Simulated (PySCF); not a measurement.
C2H14N2O2Si3, SMILES [SiH2](N)O[SiH2]O[SiH2]N(C)C.

Geometry: PBE0-D3(BJ)/def2-SVP. This is a generated structure with no PubChem entry under its InChIKey; it may be hypothetical. One conformer was computed; it need not be the lowest.

These are M06-2X/def2-SVP run with PySCF values and carry that method's errors.

Isolated molecule, no solvent.

Question: Estimate the frontier levels, gap, dipole moment and polarisability. (Estimate from the structure and the level; the computed values follow.)

Answer: 
| Quantity | Value |
|---|---|
| highest occupied level | -7.77 eV |
| lowest empty level | 1.91 eV |
| orbital gap | 9.69 eV |
| dipole moment | 0.305 e·Å |
| quadrupole, principal values (traceless, Buckingham form, about the centre of nuclear charge) | -8.53, -1.29, 9.82 D·Å |
| mean static polarisability | 103.1 bohr³ (15.28 Å³) |
| polarisability, principal values | 95.8, 105.1, 108.5 bohr³ |
